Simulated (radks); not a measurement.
Q: Species: Pt4+. Configuration: [Xe] 4f14 5d6. All-electron calculation, scalar-relativistic Kohn-Sham, LDA (Slater exchange, VWN5 correlation), spin-unpolarised, spherical densities, point nucleus. Program: a radial shooting solver on a logarithmic mesh with Libxc functionals. Some entries of the table are withheld. Estimate them.

orbital  occ.  eigenvalue (eV)  <1/r> (bohr^-1)  r(max) (bohr)
1s          2        -78427.48            93.95        0.01062
2s          2        -13821.68            22.01        0.06125
2p          6        -11988.94            19.66        0.05060
3s          2        -3285.767            8.157         0.1727
3p          6        -2752.187            7.461         0.1718
3d         10        -2172.944            7.030         0.1398
4s          2        -745.8881              (1)         0.3899
4p          6        -570.8549            3.157         0.4101
4d         10        -358.3500              (2)         0.4182
5s          2        -152.9691            1.431         0.8662
4f         14        -121.9995            2.393         0.3842
5p          6        -106.3284            1.223            (3)
5d          6         -53.0382           0.9044          1.208
6s          0         -43.8008           0.5855          2.025
6p          0         -33.0101              (4)          2.399
6d          0         -20.4956           0.3675          3.299
5f          0              (5)           0.4032          2.583

A: 
(1) 4s <1/r> (bohr^-1): 3.493
(2) 4d <1/r> (bohr^-1): 2.827
(3) 5p r(max) (bohr): 0.9715
(4) 6p <1/r> (bohr^-1): 0.4921
(5) 5f eigenvalue (eV): -18.1446
